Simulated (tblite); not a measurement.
Distances in Å between the heavy atoms of a computed structure (GFN2-xTB; lower triangle, same order across):
```
C1    0.00
C2    1.45  0.00
C3    2.61  1.38  0.00
C4    3.53  2.08  1.48  0.00
C5    4.54  3.22  2.56  1.52  0.00
C6    4.69  3.28  2.56  1.59  2.52  0.00
O7    4.62  3.40  3.07  2.46  3.71  1.37  0.00
C8    2.69  1.49  2.09  1.57  2.63  2.65  2.81  0.00
```

Hydrogens: 3 on C1, 1 on C3, 3 on C5, 2 on C6, 1 on O7, 2 on C8.

Charge +1 and doublet state.

(1) Which heavy atoms are bonded, and with what formal order?

(2) Give the structure as a SMILES string.

(3) Which rings does it hold (smallest set)?

(4) Describe the place of each heavy atom.

Results:

(1) C1–C2 (single); C2–C3 (single); C3–C4 (single); C4–C5 (single); C4–C6 (single); C6–O7 (single); C4–C8 (single); C2–C8 (single). The orders are those of one drawing; other resonance forms can be drawn.

(2) `C[C+]1[CH]C(C)(CO)C1`, [C7H12O]+. The mark at the stereocentre is left out: distances alone don't tell a structure from its mirror image.

(3) C2–C3–C4–C8 (4 members, 0.03 Å rms from planarity).

(4) C1: carbon bonded to C and 3 H; C2: carbon bonded to 3 C; C3: carbon bonded to 2 C and H; C4: carbon bonded to 4 C; C5: carbon bonded to C and 3 H; C6: carbon bonded to C, O and 2 H; O7: oxygen bonded to C and H; C8: carbon bonded to 2 C and 2 H.

The values belong to the conformer `[CH3:1][C+:2]1[CH:3][C@@:4]([CH3:5])([CH2:6][OH:7])[CH2:8]1`: C3–C4–C6–O7 70°, H–O7–C6–C4 103°.
